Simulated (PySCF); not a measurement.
A GIAO shielding run with PySCF (density fitting, non-relativistic, gas phase) on `InChI=1S/C3H4BF2N/c5-4(6)2-1-3-7/h1-3,7H/b2-1+,7-3-`:

```
$ OMP_NUM_THREADS=1 python probes_run.py task.json out

{"job": {"kind": "nmr", "xc": "CAM-B3LYP", "basis": "pcSseg-1", "pop": false}, "charge": 0, "multiplicity": 1}
N     -2.640590     0.870113     0.144377
C     -1.693190     0.054393     0.378605
C     -0.279626     0.243057     0.042539
C      0.685143    -0.652450     0.325928
B      2.165115    -0.396623    -0.048352
F      3.114140    -1.261823     0.256028
F      2.530660     0.701424    -0.689040
H     -2.277121     1.708110    -0.326759
H     -1.943666    -0.894179     0.884430
H     -0.020065     1.179872    -0.469000
H      0.405047    -1.580456     0.838257
```

Hardware: 1 thread of an Arm Neoverse V1, shared host.

Q: How large is the calculation?

A: 52 electrons, 139 basis functions and 711 auxiliary functions.

Q: How long does it take, and how much memory does it need?

A: 15 s of wall time, with 13 SCF cycles and 6 response iterations; peak memory 0.73 GiB. Times on a shared host scatter by some tens of per cent.

Q: And these other runs on the same molecule and hardware: GIAO shielding at B3LYP/pcSseg-1; GIAO shielding at BLYP/pcSseg-1; GIAO shielding at BP86/pcSseg-1; GIAO shielding at LC-wPBE/pcSseg-1; GIAO shielding at OPBE/pcSseg-1; GIAO shielding at PBE0/6-31G?

A: B3LYP/pcSseg-1: 139 functions, 11 s; BLYP/pcSseg-1: 139 functions, 16 s; BP86/pcSseg-1: 139 functions, 16 s; LC-wPBE/pcSseg-1: 139 functions, 21 s; OPBE/pcSseg-1: 139 functions, 16 s; PBE0/6-31G: 71 functions, 5.9 s.
